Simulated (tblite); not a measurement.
Species: C8H9O (doublet state).
SMILES: `[CH]1C=C2OCCC2=CC1`

Calculated harmonic vibrations of the isolated species, GFN2-xTB (tblite), most abundant isotopes, no scaling. Errors from tens to a few hundred cm⁻¹ against measured bands are possible. Open shells enter through the occupations alone, without spin polarisation, and single modes of such species can be off by tens of per cent.

Harmonic wavenumbers (cm⁻¹): 52.1, 129.2, 209.2, 275.1, 364.5, 381.3, 497.4, 545.7, 556.2, 676.8, 715.4, 748.6, 797.2, 819.9, 836.4, 883.0, 922.7, 941.2, 983.8, 1032.6, 1037.6, 1060.9, 1128.2, 1135.5, 1155.1, 1157.2, 1194.9, 1218.0, 1256.5, 1266.1, 1317.1, 1328.4, 1386.4, 1437.3, 1446.6, 1463.1, 1487.5, 1540.0, 1637.3, 2787.7, 2850.3, 2917.4, 2947.3, 2973.4, 2992.4, 3083.7, 3085.6, 3100.5.

A = 3546, B = 1504, C = 1077 MHz; mass 121.065 u (most abundant isotopes); point group Cs, symmetry number 1; spin multiplicity 2.

What is the zero-point energy?

½Σν̃ = 31880 cm⁻¹ = 381.37 kJ/mol.

Entropy at 350 K, 1 bar (ideal gas, RRHO, classical rotation)?

Translation 172.01, rotation 120.89, vibration 92.54, spin (R ln 2) 5.76: S = 391.2 J/(mol K).

And Cp and H(350 K) − H(0)?

Cp = 155.83 J/(mol K), of which vibrations give 122.57 (their classical limit is 48 R = 399.1); H(350 K) − H(0) = 30.04 kJ/mol without the zero-point energy, 18.40 from vibrations.

What must be added to the electronic energy to get the Gibbs energy at 350 K and 1 bar?

ZPE + [H(350 K) − H(0)] − T·S = 381.37 + 30.04 − 136.92 = 274.49 kJ/mol.

How do the functions run with temperature in this model?

```json
{"T (K)": "100", "S (J/(mol K))": "275.3", "Cp (J/(mol K))": "57.3", "H − H(0) (kJ/mol)": "4.42", "G − H(0) (kJ/mol)": "-23.11", "ln q(vib)": "0.89"}
{"T (K)": "200", "S (J/(mol K))": "324.5", "Cp (J/(mol K))": "90.2", "H − H(0) (kJ/mol)": "11.70", "G − H(0) (kJ/mol)": "-53.20", "ln q(vib)": "2.31"}
{"T (K)": "300", "S (J/(mol K))": "369.0", "Cp (J/(mol K))": "133.3", "H − H(0) (kJ/mol)": "22.81", "G − H(0) (kJ/mol)": "-87.87", "ln q(vib)": "3.92"}
{"T (K)": "500", "S (J/(mol K))": "457.3", "Cp (J/(mol K))": "215.7", "H − H(0) (kJ/mol)": "58.09", "G − H(0) (kJ/mol)": "-170.54", "ln q(vib)": "7.67"}
{"T (K)": "800", "S (J/(mol K))": "577.3", "Cp (J/(mol K))": "293.4", "H − H(0) (kJ/mol)": "135.61", "G − H(0) (kJ/mol)": "-326.21", "ln q(vib)": "13.82"}
{"T (K)": "1000", "S (J/(mol K))": "646.4", "Cp (J/(mol K))": "325.6", "H − H(0) (kJ/mol)": "197.69", "G − H(0) (kJ/mol)": "-448.71", "ln q(vib)": "17.85"}
```

q(vib) and H(0) count from the zero-point level.

Which modes carry the vibrational entropy at 350 K?

52.1 cm⁻¹: 21.14; 129.2 cm⁻¹: 13.67; 209.2 cm⁻¹: 9.82; 275.1 cm⁻¹: 7.72; 364.5 cm⁻¹: 5.69; 381.3 cm⁻¹: 5.38 J/(mol K); the other 42 give 29.11 together.

Blend soft modes into free rotors: weight 1/[1 + (100 cm⁻¹/ν̃)⁴] for the oscillator and the rest for a rotor with moment μB/(μ + B), μ = h/(8π²ν), B = 10⁻⁴⁴ kg m². What vibrational entropy results?

86.58 J/(mol K) in place of 92.54, which changes −T·S at 350 K by +2.08 kJ/mol.

Hindered rotation and anharmonicity are outside this model.
